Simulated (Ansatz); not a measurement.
Relaxation of ClF$_{3}$H$_{4}$O$_{2}$W (11 atoms, charge 0, multiplicity 1), to a largest force component of 0.03 eV/Å in at most 50 steps.

Level of theory: RKS PBE-D4/def2-SVP (Ansatz).

```xyz
11
Properties=species:S:1:pos:R:3
W 0.198 0.376 -0.266
O 0.315 -0.392 2.762
H -0.635 -0.251 2.938
O 1.957 -0.288 -0.101
H 2.130 -1.249 -0.162
F -0.325 1.793 -1.384
F -1.535 0.475 0.472
F -0.234 -1.462 -0.194
H 0.454 -0.128 -1.864
Cl 1.125 2.178 0.986
H 0.694 0.515 2.895
```

Where does it end, and by what steps?

It converged. After 7 steps the energy has fallen by 0.309 eV; O2 moved furthest, 0.53 Å. Joined: W1–O2 (3.13 → 2.40 Å).

```
step  energy less start (eV)  largest force component (eV/Å)  accepted
   0                  0.0000                           0.615       yes
   1                 -0.0805                           1.008       yes
   2                 -0.2140                           0.834       yes
   3                 -0.2948                           0.383       yes
   4                 -0.3043                           0.122       yes
   5                 -0.3083                           0.072       yes
   6                 -0.3089                           0.051       yes
   7                 -0.3095                           0.021       yes
```

```xyz
11
Properties=species:S:1:pos:R:3
W 0.192 0.364 -0.058
O 0.321 -0.310 2.237
H -0.614 -0.321 2.534
O 1.983 -0.264 0.027
H 2.159 -1.214 -0.128
F -0.305 1.729 -1.250
F -1.574 0.538 0.624
F -0.300 -1.474 0.002
H 0.427 -0.222 -1.627
Cl 1.150 2.239 1.079
H 0.706 0.501 2.641
```

Whether the end is a true minimum wasn't checked by a vibrational analysis.

Run time: 17 s on 4 threads of Arm Neoverse V2, on a shared host, peak memory 0.21 GiB.
